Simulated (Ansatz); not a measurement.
1-ethyl-3-methylimidazolium tetrafluoroborate (C6H11BF4N2). The state is a singlet with charge 0. Geometry PBE-D4/def2-SVP.

Cartesian coordinates in Å:
```
C 0.903 -1.836 -2.348
C 0.351 -1.719 -0.933
N 0.780 -0.482 -0.259
C 1.980 -0.248 0.390
C 1.880 0.990 0.981
N 0.616 1.478 0.683
C 0.006 2.712 1.171
C -0.031 0.570 -0.068
H 0.547 -2.781 -2.805
H 2.012 -1.846 -2.367
H 0.550 -1.000 -2.985
H -0.757 -1.695 -0.910
H 0.675 -2.561 -0.290
H 2.794 -0.979 0.395
H 2.590 1.548 1.599
H -1.086 2.539 1.231
H 0.239 3.558 0.495
H 0.396 2.930 2.182
H -1.075 0.621 -0.416
F -3.903 -0.883 1.325
B -2.706 -0.377 0.880
F -2.591 1.027 1.141
F -1.591 -1.031 1.465
F -2.580 -0.535 -0.557
```

B3LYP takes the VWN-RPA correlation.

(1) Estimate the orbital energies around the gap (eV) in Ansatz with LDA (SPW92)/def2-TZVP, PBE-D4/def2-TZVP, B3LYP-D4/6-31G, PBE0-D4/def2-SVP, PBE0-D4/def2-TZVP.

## Answers

(1) 
```csv
orbital,LDA (SPW92)/def2-TZVP,PBE-D4/def2-TZVP,B3LYP-D4/6-31G,PBE0-D4/def2-SVP,PBE0-D4/def2-TZVP
HOMO−5,-8.13,-7.81,-9.05,-9.52,-9.81
HOMO−4,-8.11,-7.79,-9.03,-9.44,-9.44
HOMO−3,-7.45,-7.22,-8.40,-8.84,-9.17
HOMO−2,-7.37,-7.06,-8.33,-8.77,-9.11
HOMO−1,-7.30,-6.99,-8.27,-8.71,-9.05
HOMO,-7.17,-6.89,-7.92,-8.26,-8.27
LUMO,-2.22,-2.00,-0.97,-0.90,-1.01
LUMO+1,-1.90,-1.66,-0.48,-0.51,-0.66
LUMO+2,-0.36,-0.20,1.60,1.14,0.61
LUMO+3,-0.07,0.07,2.06,1.49,0.85
LUMO+4,0.23,0.36,2.37,1.88,1.21
LUMO+5,0.81,0.94,2.78,2.40,1.78
```
